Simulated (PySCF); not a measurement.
# Reading the logs of faulty runs: FH3OSi2

All numbers below are calculated, not measured. They come from PySCF 2.14.0, an open-source quantum chemistry program, on an isolated molecule that a program drew, which may never have been made. The molecule is FH3OSi2 (charge 0, singlet), drawn as the SMILES string `O[Si][SiH2]F`.

Each row is a Hartree-Fock (HF) and frozen-core CCSD(T) single point in the cc-pV(D+d)Z basis, meant for a local HF minimum. Run 1 is clean. Each other run has one planted mistake out of seven kinds, and not every kind appears here: one electron removed, one electron added, multiplicity raised by two, geometry at a saddle point, minimal basis STO-3G, one bond length entered in bohr, all coordinates scaled. The reference is restricted for singlets and unrestricted otherwise, and also for a bond in bohr. Adding or removing an electron swaps singlet and doublet. Electrons count all cores. HOMO and LUMO are orbital energies over both spins, the gradient is its largest component, and the lowest frequency (negative if imaginary) is given only where the gradient is small. Bond lengths are over the 6 bonds as drawn. T1 is the CCSD diagnostic: over 0.02 (restricted) or 0.045 (unrestricted) a single reference is doubtful.

Geometry of the clean run:
```xyz
7
FH3OSi2, angstrom
O    -1.6716    2.4549    2.1299
Si   -0.6499    3.5390    1.4115
Si    1.4334    2.2399    1.5311
F     2.3150    2.5198    0.1916
H    -1.4145    1.5886    2.4116
H     2.2755    2.6253    2.6900
H     1.2112    0.7721    1.6061
```

| run | electrons | basis functions | <S^2> | HOMO (eV) | LUMO (eV) | gradient (hartree/bohr) | lowest frequency (cm^-1) | mean bond (Å) | longest bond (Å) | T1 | HF (hartree) | CCSD(T) (hartree) | mistake |
|---|---|---|---|---|---|---|---|---|---|---|---|---|---|
| 1 | 48 | 89 | 0.000 | -8.56 | 0.64 | 3.7e-05 | 25 | 1.6093 | 2.458 | 0.0163 | -753.96852 | -754.57017 | no fault |
| 2 | 48 | 89 | 1.060 | -8.32 | 0.66 | 1.1e-02 | - | 1.8298 | 2.809 | 0.0554 | -753.86392 | -754.45501 | one bond length entered in bohr |
| 3 | 47 | 89 | 0.782 | -16.72 | -6.74 | 6.2e-02 | - | 1.6093 | 2.458 | 0.0237 | -753.68837 | -754.26744 | one electron removed |
| 4 | 48 | 31 | 0.000 | -5.38 | 6.05 | 5.6e-02 | - | 1.6093 | 2.458 | 0.0200 | -744.80153 | -744.96618 | minimal basis STO-3G |
| 5 | 48 | 89 | 0.000 | -8.74 | 0.44 | 3.3e-02 | - | 1.6689 | 2.549 | 0.0177 | -753.95993 | -754.56726 | all coordinates scaled |
| 6 | 48 | 89 | 2.016 | -7.55 | -0.03 | 2.5e-02 | - | 1.6093 | 2.458 | 0.0228 | -753.93238 | -754.51186 | ? |

**Which mistake was planted in run 6, and what did it cost?**

Electrons, basis and geometry are unchanged, and <S^2> is 2.016, beside S(S+1) = 2.00 for a multiplicity of 3. So the mistake is: multiplicity raised by two. Subtracting run 1 and multiplying by 627.51 kcal/mol a hartree, the energy moved by 22.7 kcal/mol in HF and 36.6 kcal/mol in CCSD(T).

Cautions from the logs. Run 2: T1 is over the limit, so its CCSD(T) energy is less reliable; run 4: T1 is over the limit, so its CCSD(T) energy is less reliable.
